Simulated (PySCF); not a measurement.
IrS₄⁺, singlet: computed properties

Level of theory: PySCF, PBE, basis Ir def2-SVP with ECP60, S def2-SVP (scalar-relativistic core potentials, no spin–orbit coupling, density fitting).

The structure is a minimum.

Z-matrix (Å, degrees; charge 1 multiplicity 1):
```
Ir
S  1 2.1332
S  1 2.1332 2 109.47
S  1 2.1332 2 109.47 3 120.00
S  1 2.1332 2 109.47 3 -120.00
```

* Point group: Td
* Bond lengths: Ir–S 2.133 Å (×4)
* Bond angles: S–Ir–S 109.5° (×6)
* Dipole moment about the centre of mass: 0.00 D
* Lowest empty level: -10.87 eV
* Principal quadrupole moments (Buckingham, traceless) about the centre of mass: 0.00, 0.00, 0.00 D Å
* Rotational symmetry number: 12
* Highest occupied level: -11.92 eV
* Rotational constants: 0.04345, 0.04345, 0.04345 cm⁻¹
* Zero-point energy: 17.3 kJ/mol
* Enthalpy at 298.15 K above 0 K: 19.96 kJ/mol
* Heat capacity Cp at 298.15 K: 93.5 J/(mol K)
* Entropy at 298.15 K and 1 bar: 341.4 J/(mol K)
* Principal polarisabilities: 108.2, 108.2, 108.2 bohr³

Harmonic modes (masses in u: Ir 192.963, S 31.972):
```tsv
symmetry	ω (cm⁻¹)	IR (km/mol, summed over degenerate members)	μ (u)
e	180	0.0	31.97
t2	196	8.9	38.83
t2	485	16.6	37.88
a1	487	0.0	31.97
```

In Td the vibrations span e + 2t2 + a1. The a1, e modes carry no infrared intensity, as symmetry demands.

Charges (e):
```tsv
atom	Mulliken	Löwdin	polar tensor	Mayer order to Ir1
Ir1	0.38	-0.72	0.70	–
S2,3,4,5	0.15	0.43	0.07	1.37
```
Other Mayer orders above 0.3: S–S 0.48 (×6).

Mulliken populations on Ir1 (electrons outside its core potential): s 2.75, p 6.32, d 7.49, f 0.06.

Outer orbital energies (eV). occupied: -16.58, -15.49, -13.28, -13.28, -13.28, -11.92, -11.92, -11.92; empty: -10.87, -10.87, -9.55, -9.55.

Formally Ir is in oxidation state +9, d0. The polar-tensor charge on Ir, 0.70, is far below the formal one.

Other isomers or separated fragments may lie lower. No spin–orbit coupling is included, which matters more the heavier the element.

The final relaxation and frequency run took 52 s on 2 threads of a shared Arm Neoverse N1 host, with 104 basis functions and 6 gradients; the process peaked at 1.3 GiB. Launch command: `OMP_NUM_THREADS=2 python axn.py task.json out`.
